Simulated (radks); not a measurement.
Values are calculated unless marked as measured or tabulated.
Initial-state core-level shifts of neutral phosphorus when its valence configuration changes from [Ne] 3s2 3p3. Level of theory: scalar-relativistic Kohn-Sham, PBE, spin-unpolarised, spherical densities, point nucleus (a radial shooting solver on a logarithmic mesh with Libxc functionals). Shifts are changes of the shell-averaged eigenvalues in eV (positive: less bound).

valence          1s      2s      2p
3s1 3p4      -1.579  -1.536  -1.524
3s1.5 3p3.5  -0.803  -0.780  -0.774
3p5          -3.062  -2.984  -2.959
3s0.5 3p4.5  -2.331  -2.270  -2.252
